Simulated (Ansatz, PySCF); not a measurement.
CH$_{2}$NS, doublet, geometry from GFN2-xTB, with bond 3-2 at 1.8 times its length. Base run: CASSCF(5,4)/STO-3G (PySCF).

Input for PySCF:
```python
from pyscf import gto, scf, mcscf
import numpy

mol = gto.Mole()
mol.atom = '''
    N    -1.582627   -0.009108    0.048672
    C    -0.367148   -0.486977    0.002191
    S     2.256592    0.686533   -0.056758
    H    -1.796559    0.985742    0.073947
    H    -2.369925   -0.639693    0.061135
'''
mol.basis = 'sto-3g'
mol.charge = 0
mol.spin = 1
mol.verbose = 4
mol.build()

mf = scf.ROHF(mol)
mf.kernel()
mc = mcscf.CASSCF(mf, 4, 5)
mc.fix_spin_(ss=0.75)
mc.kernel()
occ = numpy.linalg.eigvalsh(mc.fcisolver.make_rdm1(mc.ci, mc.ncas, mc.nelecas))[::-1]
ss = mc.fcisolver.spin_square(mc.ci, mc.ncas, mc.nelecas)[0]
print('natural occupations', occ.round(4), ' <S^2>', round(ss, 4))
```

Programs used: Ansatz (a program for electronic structure), PySCF; a row that names a program was run with it.

The base run was repeated with changes; each row names its change, and settings that it needs were set with it.

```csv
change,ΔE vs base (kcal/mol),natural occupations,<S^2> of the state
base,0.000,2.00 1.27 1.00 0.73,0.75
orbitals = fixed (CASCI),1.73,2.00 1.25 1.00 0.75,0.75
state_average = 2 states,-0.111,-,-
"active space = 9 electrons, 9 orbitals",-36.27,1.98 1.97 1.97 1.27 1.00 0.73 0.06 0.02 0.00,0.75
fix_spin_ = off,-0.316,2.00 1.27 1.00 0.73,0.75
"active space = 7 electrons, 9 orbitals",-27.27,1.98 1.96 1.27 1.00 0.73 0.04 0.02 0.00 0.00,0.75
"code = ansatz; correction = SC-NEVPT2, all electrons",-50.08,-,-
"active space = 3 electrons, 4 orbitals",0.191,1.26 1.00 0.74 0.00,0.75
code = ansatz,-0.314,-,-
correction = SC-NEVPT2,-49.87,2.00 1.27 1.00 0.73,0.75
"active space = 5 electrons, 7 orbitals",-10.46,1.96 1.26 1.00 0.74 0.03 0.00 0.00,0.75
```

Active orbitals are taken around the Fermi level unless the row says otherwise; CASSCF can end in different local minima, and two programs can end on different orbitals. State-averaged rows give the lowest state.

Open shells are given as the SCF converged; they aren't shown to be the lowest states, and a large step between rows can be another state.
